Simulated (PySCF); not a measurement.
Geometry:
| atom | x (Å) | y (Å) | z (Å) |
| --- | --- | --- | --- |
| Si1 | 0.197 | -0.789 | -0.662 |
| O2 | -0.743 | -1.518 | 0.494 |
| O3 | -0.671 | -0.906 | -2.063 |
| O4 | 1.650 | -1.503 | -0.974 |
| N5 | 0.541 | 0.789 | -0.080 |
| Si6 | -0.291 | 1.605 | 1.213 |
| H7 | -0.371 | -1.573 | 1.379 |
| H8 | -1.623 | -0.809 | -1.980 |
| H9 | 1.614 | -2.213 | -1.622 |
| H10 | 1.328 | 1.275 | -0.500 |
| H11 | -0.141 | 0.895 | 2.525 |
| H12 | 0.298 | 2.970 | 1.345 |
| H13 | -1.758 | 1.726 | 0.948 |

Geometry: PBE0-D3(BJ)/def2-SVP; GIAO absolute shieldings from PySCF 2.14.0 with density-fitted response routines, gas phase, non-relativistic, averaged over equivalent atoms.

At KT2/pcSseg-1 (151 basis functions, 27 s wall time on 1 thread of an Intel Xeon Platinum 8259CL, shared host):
| atoms | σ (ppm) |
| --- | --- |
| Si1 | 413.4 |
| Si6 | 416.6 |
| O2/O3/O4 | 274.2 |
| N5 | 247.7 |
| H11/H12/H13 | 26.51 |
| H7/H8/H9 | 29.47 |
| H10 | 30.88 |

Q: What do these become at PBE0/pcSseg-1?

A: 
| atoms | σ at PBE0/pcSseg-1 | change |
| --- | --- | --- |
| Si1 | 407.6 | -5.8 |
| Si6 | 407.0 | -9.6 |
| O2/O3/O4 | 281.2 | +7.0 |
| N5 | 250.5 | +2.8 |
| H11/H12/H13 | 26.72 | +0.21 |
| H7/H8/H9 | 29.45 | -0.02 |
| H10 | 30.90 | +0.02 |

The largest change is at Si6 (silicon bonded to N, 3 H). Cost: 151 basis functions, 28 s wall time on 1 thread of an Intel Xeon Platinum 8259CL, shared host.
